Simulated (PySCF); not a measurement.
C3H9FSi2.
SMILES with atom numbers: `[F:1][C@@H:2]1[CH2:3][SiH2:4][CH2:5][SiH2:6]1` (hydrogens: H7 on C2; H8, H9 on C3; H10, H11 on Si4; H12, H13 on C5; H14, H15 on Si6)

Structure used (PBE0-D3(BJ)/def2-SVP), in Å, numbered top down from 1:
```xyz
15
C3H9FSi2 angstrom
F      0.0318    1.1400    1.6599
C      0.2229    1.4071    0.2987
C     -1.0758    1.0939   -0.4325
Si    -1.3312   -0.7930   -0.3336
C      0.4585   -1.4326   -0.3277
Si     1.5188    0.1310   -0.3112
H      0.5097    2.4687    0.2087
H     -0.9740    1.3858   -1.4927
H     -1.9162    1.6735   -0.0167
H     -2.0498   -1.1863    0.9144
H     -2.1165   -1.2977   -1.5025
H      0.6782   -2.0722   -1.1957
H      0.6428   -2.0279    0.5803
H      1.9619    0.4970   -1.6940
H      2.7073    0.0705    0.5893
```

Computed with PBE0-D3(BJ)/def2-SVP geometry optimisation, gas phase in PySCF 2.14.0.

Take the most abundant isotopes and a rigid rotor. The values belong to one conformer with, in the numbering `[F:1][C@@H:2]1[CH2:3][SiH2:4][CH2:5][SiH2:6]1`, F1–C2–C3–Si4 -67°, C2–C3–Si4–C5 -32°, C3–Si4–C5–Si6 3°, Si4–C5–Si6–C2 19°.

Give the principal moments of inertia and the rotational constants in MHz.

Ia = 182.85, Ib = 219.38, Ic = 310.28 u·Å²; 505379 MHz·u·Å²/I gives A = 2764, B = 2304, C = 1629 MHz.

What kind of rotor is it?

An asymmetric top. Ray's parameter κ = (2B − A − C)/(A − C) = 0.189; −1 is the prolate and +1 the oblate limit.

Is it planar, by Δ = Ic − Ia − Ib?

Not planar: Δ = Ic − Ia − Ib = -91.94 u·Å². For a rigid frame Δ = −2 Σ m c², so Σ m c² = 45.97 u·Å² lies off the ab plane: 13.65 from hydrogen and 32.32 from heavier atoms. The atom farthest from that plane is 1.99 Å away.

Give the other two planar moments, Paa and Pbb, and the rms extents of the mass along the axes.

Paa = Σ m a² = (Ib + Ic − Ia)/2 = 173.41 and Pbb = Σ m b² = (Ia + Ic − Ib)/2 = 136.88 u·Å². With the mass M = 120.02 u, the rms extents √(P/M) along a, b and c are 1.20, 1.07, 0.62 Å.

Where do the levels up to J = 5 lie, in K?

Above 0(0,0), as E/k:
J = 1: 1(0,1) 0.189, 1(1,1) 0.211, 1(1,0) 0.243
J = 2: 2(0,2) 0.548, 2(1,2) 0.556, 2(1,1) 0.653, 2(2,1) 0.719, 2(2,0) 0.738
J = 3: 3(0,3) 1.062, 3(1,3) 1.064, 3(1,2) 1.250, 3(2,2) 1.285, 3(2,1) 1.356, 3(3,1) 1.486, 3(3,0) 1.494
J = 4: 4(0,4) 1.730, 4(1,4) 1.731, 4(1,3) 2.012, 4(2,3) 2.025, 4(2,2) 2.179, 4(3,2) 2.265, 4(3,1) 2.307, 4(4,1) 2.515, 4(4,0) 2.518
J = 5: 5(0,5) 2.554, 5(1,5) 2.554, 5(1,4) 2.926, 5(2,4) 2.929, 5(2,3) 3.185, 5(3,3) 3.228, 5(3,2) 3.341, 5(4,2) 3.499, 5(4,1) 3.519, 5(5,1) 3.808, 5(5,0) 3.809
Those of J = 1 are B + C, A + C and A + B.

Which types of transition are allowed, and where do some lines up to J = 3 fall?

The dipole components are |μa| = 0.23 D, |μb| = 0.63 D, |μc| = 1.29 D. Intensities carry the squares of the components, which stand as 0.03 : 0.24 : 1.00 (a : b : c). Some lines, for components of 0.1 D or more:

```csv
type,branch,"J(Ka,Kc)",MHz,lower level (cm⁻¹)
a,Q,"2(2,0) ← 2(2,1)",382,0.500
a,Q,"1(1,0) ← 1(1,1)",675,0.147
c,Q,"3(2,2) ← 3(1,2)",730,0.869
b,Q,"1(1,0) ← 1(0,1)",1135,0.131
c,Q,"2(2,1) ← 2(1,1)",1381,0.454
b,Q,"2(2,1) ← 2(1,2)",3405,0.386
a,Q,"3(1,2) ← 3(1,3)",3886,0.739
b,Q,"3(3,1) ← 3(2,2)",4187,0.893
b,Q,"3(2,2) ← 3(1,3)",4616,0.739
b,R,"2(0,2) ← 1(1,1)",7022,0.147
a,R,"2(1,2) ← 1(1,1)",7190,0.147
a,R,"2(1,1) ← 1(1,0)",8540,0.169
c,R,"2(1,1) ← 1(0,1)",9675,0.131
b,R,"2(2,1) ← 1(1,0)",9921,0.169
c,R,"2(2,0) ← 1(1,0)",10303,0.169
a,R,"3(1,3) ← 2(1,2)",10586,0.386
b,R,"2(2,0) ← 1(1,1)",10978,0.147
a,R,"3(2,2) ← 2(2,1)",11797,0.500
a,R,"3(1,2) ← 2(1,1)",12448,0.454
b,R,"3(2,2) ← 2(1,1)",13178,0.454
c,R,"3(2,1) ← 2(1,1)",14645,0.454
c,R,"3(2,2) ← 2(1,2)",15203,0.386
b,R,"3(3,1) ← 2(2,0)",15602,0.513
c,R,"3(3,0) ← 2(2,0)",15765,0.513
c,R,"3(3,1) ← 2(2,1)",15984,0.500
b,R,"3(3,0) ← 2(2,1)",16148,0.500
b,R,"3(2,1) ← 2(1,2)",16670,0.386
```

Estimate the classical rotational partition function at 25 K, 200 K and 298.15 K.

Point group C1, symmetry number σ = 1; q = (√π/σ)·√((kT/h)³/(ABC)), k/h = 20836.6 MHz/K: 6540 at 25 K, 148000 at 200 K, 270000 at 298.15 K.

No frequency check. Constants of a rigid frame at the computed geometry: no zero-point averaging, no centrifugal distortion.
